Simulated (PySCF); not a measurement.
System: MoH6, net charge 1, doublet state. The spin state was set by rule; other spins were not relaxed. 
Structure (B3LYP-D3(BJ)/def2-TZVP (Ansatz) minimum search):
```
Mo
H 1 1.7504
H 2 0.9097 1 75.77
H 1 1.7648 2 76.29 3 -151.56
H 4 0.8881 1 76.15 2 98.41
H 4 1.6331 5 138.58 1 -1.46
H 6 0.8881 4 138.58 5 0.00
```
Charge +1, spin multiplicity 2.

Dispersion corrections to the total energy (kcal/mol) from the dftd3 and dftd4 libraries through PySCF: D3(BJ) without and D4 with the three-body term, each with the damping fitted for the functional named.

```tsv
functional	D3(BJ)	D4
HF	-26.68	-6.83
PBE	-2.51	-1.69
PBE0	-2.14	…
B3LYP	-4.58	-2.75
TPSSh	-2.86	-2.06
r2SCAN	-0.62	…
BHLYP	-3.74	…
```

Problem. Some entries are withheld; supply them.

Solution. 
- PBE0, D4: -1.39
- r2SCAN, D4: -0.38
- BHLYP, D4: -2.01
